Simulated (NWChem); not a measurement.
System: C₃H₃N₂, doublet; SMILES [c]1cc[nH]n1

Input file for NWChem:

```
start job
memory heap 200 mb stack 900 mb global 1100 mb
geometry units angstroms noautoz
  C     -1.206878    -0.050030     0.000000
  N     -0.586409     1.098814     0.000000
  N      0.725937     0.755463     0.000000
  C      0.914436    -0.598728     0.000000
  C     -0.356754    -1.182456     0.000000
  H      1.441356     1.484239     0.000000
  H      1.917373    -1.043072     0.000000
  H     -0.606769    -2.247413     0.000000
end
basis spherical
  * library def2-svp
end
dft
  odft
  mult 2
  xc xpbe96 cpbe96
  iterations 150
  mulliken
end
task dft energy
```

Parts of the log:

```
             Northwest Computational Chemistry Package (NWChem) 7.3.0
             --------------------------------------------------------

 CS  symmetry detected

                             Geometry "geometry" -> ""
                             -------------------------

 Output coordinates in angstroms (scale by  1.889725989 to convert to a.u.)

  No.       Tag          Charge          X              Y              Z
 ---- ---------------- ---------- -------------- -------------- --------------
    1 C                    6.0000    -1.20299096     0.03114839     0.00000000
    2 N                    7.0000    -0.50159127     1.13244889     0.00000000
    3 N                    7.0000     0.78269715     0.69570504     0.00000000
    4 C                    6.0000     0.87342288    -0.66852881     0.00000000
    5 C                    6.0000    -0.43641801    -1.15942517     0.00000000
    6 H                    1.0000     1.54862346     1.37120166     0.00000000
    7 H                    1.0000     1.84184635    -1.18377650     0.00000000
    8 H                    1.0000    -0.76229440    -2.20366915     0.00000000

 Effective nuclear repulsion energy (a.u.)     153.7753955656

      Symmetry information
      --------------------

 Group name             Cs
 Group number              2
 Group order               2
 No. of unique centers     8

  pbe96 is a nonlocal functional; adding pw91lda local functional.

                                 NWChem DFT Module
                                 -----------------

 Summary of "ao basis" -> "ao basis" (spherical)
 ------------------------------------------------------------------------------
       Tag                 Description            Shells   Functions and Types
 ---------------- ------------------------------  ------  ---------------------
 C                          def2-svp                 6       14   3s2p1d
 N                          def2-svp                 6       14   3s2p1d
 H                          def2-svp                 3        5   2s1p

      Symmetry analysis of basis
      --------------------------

        a'         62
        a"         23

            General Information
            -------------------
          SCF calculation type: DFT
          Wavefunction type:  spin polarized.
          No. of atoms     :     8
          No. of electrons :    35
           Alpha electrons :    18
            Beta electrons :    17
          Charge           :     0
          Spin multiplicity:     2
          Use of symmetry is: on ; symmetry adaption is: on
          Maximum number of iterations: 150
          AO basis - number of functions:    85
                     number of shells:    39
          Convergence on energy requested:  1.00D-06
          Convergence on density requested:  1.00D-05
          Convergence on gradient requested:  5.00D-04

              XC Information
              --------------
          PerdewBurkeErnzerhof Exchange Functional  1.000
            Perdew 1991 LDA Correlation Functional  1.000 local
           PerdewBurkeErnz. Correlation Functional  1.000 non-local

             Grid Information
             ----------------
          Grid used for XC integration:  medium
          Radial quadrature: Mura-Knowles
          Angular quadrature: Lebedev.
          Tag              B.-S. Rad. Rad. Pts. Rad. Cut. Ang. Pts.
          ---              ---------- --------- --------- ---------
          C                   0.70       49          10.0       434
          N                   0.65       49          10.0       434
          H                   0.35       45          11.0       434
          Grid pruning is: on
          Number of quadrature shells:   380
          Spatial weights used:  Erf1

      Superposition of Atomic Density Guess
      -------------------------------------

 Sum of atomic energies:        -222.86063180

      Non-variational initial energy
      ------------------------------

 Total energy =    -225.950454
 1-e energy   =    -605.050537
 2-e energy   =     225.324687
 HOMO         =      -0.196703
 LUMO         =       0.039046

   Symmetry analysis of molecular orbitals - initial alpha
   -------------------------------------------------------

  Numbering of irreducible representations:

     1 a'          2 a"

  Orbital symmetries:

     1 a'          2 a'          3 a'          4 a'          5 a'
     6 a'          7 a'          8 a'          9 a'         10 a'
    11 a'         12 a"         13 a'         14 a'         15 a'
    16 a"         17 a"         18 a'         19 a"         20 a"
    21 a'         22 a'         23 a'         24 a'         25 a'
    26 a'         27 a'         28 a'

   Symmetry analysis of molecular orbitals - initial beta
   ------------------------------------------------------

  Numbering of irreducible representations:

     1 a'          2 a"

  Orbital symmetries:

     1 a'          2 a'          3 a'          4 a'          5 a'
     6 a'          7 a'          8 a'          9 a'         10 a'
    11 a'         12 a"         13 a'         14 a'         15 a'
    16 a"         17 a"         18 a'         19 a"         20 a"
    21 a'         22 a'         23 a'         24 a'         25 a'
    26 a'         27 a'         28 a'

     ---------------------------------------------
      Total Density - Mulliken Population Analysis
     ---------------------------------------------

    Atom       Charge   Shell Charges
 -----------   ------   -------------------------------------------------------
    1 C    6     5.86   1.99  1.00  0.39  1.69  0.73  0.05
    2 N    7     7.37   1.99  1.08  0.55  2.32  1.40  0.04
    3 N    7     7.06   1.99  0.99  0.42  2.27  1.35  0.03
    4 C    6     5.82   1.99  0.96  0.27  1.84  0.71  0.05
    5 C    6     6.34   1.99  0.98  0.32  2.02  0.99  0.03
    6 H    1     0.77   0.60  0.13  0.04
    7 H    1     0.91   0.66  0.22  0.02
    8 H    1     0.89   0.66  0.21  0.02

     --------------------------------------------
      Spin Density - Mulliken Population Analysis
     --------------------------------------------

    Atom       Charge   Shell Charges
 -----------   ------   -------------------------------------------------------
    1 C    6     0.76   0.00  0.06  0.16  0.36  0.19  0.00
    2 N    7     0.04   0.00  0.02  0.01  0.01 -0.00  0.00
    3 N    7     0.06   0.00  0.01 -0.00  0.03  0.01  0.00
    4 C    6     0.05   0.00  0.01 -0.00  0.03  0.02  0.00
    5 C    6     0.07   0.00  0.01 -0.01  0.06 -0.00  0.00
    6 H    1     0.02   0.01  0.01  0.00
    7 H    1     0.01   0.01  0.01  0.00
    8 H    1     0.00   0.00 -0.00  0.00

   convergence    iter        energy       DeltaE   RMS-Dens  Diis-err
 ---------------- ----- ----------------- --------- --------- ---------
 d= 0,ls=0.0,diis     1   -225.0093804392 -3.79D+02  7.61D-03  1.44D-01
                                                     7.55D-03  1.36D-01
 d= 0,ls=0.0,diis     2   -224.9465499922  6.28D-02  5.67D-03  2.74D-01
                                                     5.73D-03  2.76D-01
 d= 0,ls=0.0,diis     3   -225.0515427133 -1.05D-01  2.24D-03  6.66D-02
                                                     2.07D-03  6.42D-02
 d= 0,ls=0.0,diis     4   -225.0775468506 -2.60D-02  1.06D-03  8.47D-03
                                                     9.95D-04  8.50D-03
 d= 0,ls=0.0,diis     5   -225.0805008435 -2.95D-03  4.98D-04  2.48D-03
                                                     4.17D-04  2.28D-03
  Resetting Diis
 d= 0,ls=0.0,diis     6   -225.0816625105 -1.16D-03  1.80D-04  1.66D-04
                                                     1.71D-04  1.75D-04
 d= 0,ls=0.0,diis     7   -225.0817523976 -8.99D-05  1.82D-04  3.18D-05
                                                     1.32D-04  2.12D-05
 d= 0,ls=0.0,diis     8   -225.0816960406  5.64D-05  1.19D-04  1.29D-04
                                                     1.03D-04  1.27D-04
 d= 0,ls=0.0,diis     9   -225.0817674057 -7.14D-05  1.50D-05  2.11D-06
                                                     1.31D-05  2.08D-06
 d= 0,ls=0.0,diis    10   -225.0817684368 -1.03D-06  6.29D-06  2.65D-07
                                                     7.84D-06  2.57D-07
 d= 0,ls=0.0,diis    11   -225.0817686009 -1.64D-07  6.39D-06  1.59D-07
                                                     3.21D-06  8.87D-08

         Total DFT energy =     -225.081768600858
      One electron energy =     -607.955851645730
           Coulomb energy =      259.932044794512
    Exchange-Corr. energy =      -30.833357315232
 Nuclear repulsion energy =      153.775395565592

 Numeric. integr. density =       34.999999568960

                  Occupations of the irreducible representations
                  ----------------------------------------------

                     irrep           alpha         beta
                     --------     --------     --------
                     a'               15.0         14.0
                     a"                3.0          3.0

                    DFT Final Alpha Molecular Orbital Analysis
                    ------------------------------------------

 Vector   16  Occ=1.000000D+00  E=-2.416291D-01  Symmetry=a"
              MO Center= -2.6D-01,  2.1D-01, -8.1D-15, r^2= 2.1D+00
   Bfn.  Coefficient  Atom+Function         Bfn.  Coefficient  Atom+Function
  ----- ------------  ---------------      ----- ------------  ---------------
     6      0.407466  1 C  pz                34      0.377167  3 N  pz
    37     -0.285831  3 N  pz                 9      0.251779  1 C  pz
    20     -0.220659  2 N  pz                48     -0.182163  4 C  pz
    62      0.179294  5 C  pz                23      0.149968  2 N  pz
    51     -0.135083  4 C  pz                65      0.125342  5 C  pz

 Vector   17  Occ=1.000000D+00  E=-2.293181D-01  Symmetry=a"
              MO Center=  1.5D-02, -3.5D-01,  1.2D-15, r^2= 2.2D+00
   Bfn.  Coefficient  Atom+Function         Bfn.  Coefficient  Atom+Function
  ----- ------------  ---------------      ----- ------------  ---------------
    62      0.378578  5 C  pz                48      0.348360  4 C  pz
    20      0.330661  2 N  pz                65      0.255334  5 C  pz
    23     -0.239154  2 N  pz                51      0.239211  4 C  pz
    34      0.150597  3 N  pz                37     -0.135486  3 N  pz
    11     -0.025214  1 C  d -1

 Vector   18  Occ=1.000000D+00  E=-2.139127D-01  Symmetry=a'
              MO Center= -1.1D+00,  3.3D-01,  2.1D-16, r^2= 1.9D+00
   Bfn.  Coefficient  Atom+Function         Bfn.  Coefficient  Atom+Function
  ----- ------------  ---------------      ----- ------------  ---------------
     4      0.446891  1 C  px                 3     -0.358518  1 C  s
    17      0.343056  2 N  s                  7      0.290225  1 C  px
     2     -0.250220  1 C  s                 16      0.225491  2 N  s
    31     -0.223035  3 N  s                 19     -0.194507  2 N  py
    32     -0.171991  3 N  px                59      0.164091  5 C  s

 Vector   19  Occ=0.000000D+00  E=-2.509980D-02  Symmetry=a"
              MO Center=  2.4D-01,  4.4D-02, -2.2D-16, r^2= 2.5D+00
   Bfn.  Coefficient  Atom+Function         Bfn.  Coefficient  Atom+Function
  ----- ------------  ---------------      ----- ------------  ---------------
    51      0.522094  4 C  pz                37     -0.422771  3 N  pz
    48      0.416960  4 C  pz                23      0.382834  2 N  pz
    34      0.371129  3 N  pz                20     -0.366110  2 N  pz
    65     -0.260144  5 C  pz                 6     -0.193477  1 C  pz
     9     -0.193878  1 C  pz                62     -0.190100  5 C  pz

 Vector   20  Occ=0.000000D+00  E= 2.517232D-02  Symmetry=a"
              MO Center= -6.2D-01, -3.6D-01,  1.3D-13, r^2= 2.4D+00
   Bfn.  Coefficient  Atom+Function         Bfn.  Coefficient  Atom+Function
  ----- ------------  ---------------      ----- ------------  ---------------
    65     -0.632183  5 C  pz                 9      0.604330  1 C  pz
     6      0.464583  1 C  pz                62     -0.418374  5 C  pz
    23     -0.345778  2 N  pz                51      0.346496  4 C  pz
    20      0.280581  2 N  pz                48      0.217761  4 C  pz
    85     -0.026308  8 H  pz

 Vector   21  Occ=0.000000D+00  E= 2.639153D-02  Symmetry=a'
              MO Center=  1.7D+00,  9.8D-01, -1.3D-13, r^2= 3.8D+00
   Bfn.  Coefficient  Atom+Function         Bfn.  Coefficient  Atom+Function
  ----- ------------  ---------------      ----- ------------  ---------------
    72      1.367572  6 H  s                 31     -1.089388  3 N  s
    77      0.729703  7 H  s                 82      0.347229  8 H  s
    49     -0.324084  4 C  px                59     -0.322175  5 C  s
    45     -0.317616  4 C  s                 35     -0.311163  3 N  px
    50      0.296820  4 C  py                36     -0.247439  3 N  py

                     DFT Final Beta Molecular Orbital Analysis
                     -----------------------------------------

 Vector   15  Occ=1.000000D+00  E=-2.595270D-01  Symmetry=a'
              MO Center= -5.0D-01,  1.0D+00, -2.2D-15, r^2= 1.6D+00
   Bfn.  Coefficient  Atom+Function         Bfn.  Coefficient  Atom+Function
  ----- ------------  ---------------      ----- ------------  ---------------
    19      0.512179  2 N  py                22     -0.327284  2 N  py
    17     -0.289950  2 N  s                 16     -0.203469  2 N  s
    45     -0.204046  4 C  s                  4      0.187891  1 C  px
     5      0.171131  1 C  py                47     -0.121823  4 C  py
    44     -0.116488  4 C  s                 31      0.110293  3 N  s

 Vector   16  Occ=1.000000D+00  E=-2.310731D-01  Symmetry=a"
              MO Center= -2.0D-01,  3.1D-01,  2.3D-15, r^2= 2.1D+00
   Bfn.  Coefficient  Atom+Function         Bfn.  Coefficient  Atom+Function
  ----- ------------  ---------------      ----- ------------  ---------------
     6      0.365960  1 C  pz                34      0.335018  3 N  pz
    20     -0.313519  2 N  pz                37     -0.253179  3 N  pz
    48     -0.247522  4 C  pz                23      0.226422  2 N  pz
     9      0.222671  1 C  pz                51     -0.184168  4 C  pz
    62      0.110598  5 C  pz                65      0.091980  5 C  pz

 Vector   17  Occ=1.000000D+00  E=-2.289486D-01  Symmetry=a"
              MO Center= -2.7D-02, -4.5D-01, -5.8D-16, r^2= 2.2D+00
   Bfn.  Coefficient  Atom+Function         Bfn.  Coefficient  Atom+Function
  ----- ------------  ---------------      ----- ------------  ---------------
    62      0.413356  5 C  pz                48      0.300610  4 C  pz
    65      0.284532  5 C  pz                20      0.269855  2 N  pz
    34      0.226070  3 N  pz                51      0.202825  4 C  pz
    23     -0.194763  2 N  pz                37     -0.193442  3 N  pz
     6      0.096631  1 C  pz                 9      0.043297  1 C  pz

 Vector   18  Occ=0.000000D+00  E=-1.265828D-01  Symmetry=a'
              MO Center= -1.3D+00,  1.1D-01, -9.7D-16, r^2= 1.9D+00
   Bfn.  Coefficient  Atom+Function         Bfn.  Coefficient  Atom+Function
  ----- ------------  ---------------      ----- ------------  ---------------
     3      0.618291  1 C  s                  4     -0.476180  1 C  px
    17     -0.363923  2 N  s                 59     -0.322841  5 C  s
    31      0.304813  3 N  s                  7     -0.270732  1 C  px
    45      0.241945  4 C  s                  2      0.217293  1 C  s
    16     -0.177214  2 N  s                 30      0.155599  3 N  s

[...]
```

Level: PBE/def2-SVP, spin-unrestricted. In the optimisation the excess spin sits in a' (Cs, its own frame). Structure relaxed at the PBE-D3(BJ)/def2-SVP, spin-unrestricted level. No stability test was run on the SCF state.
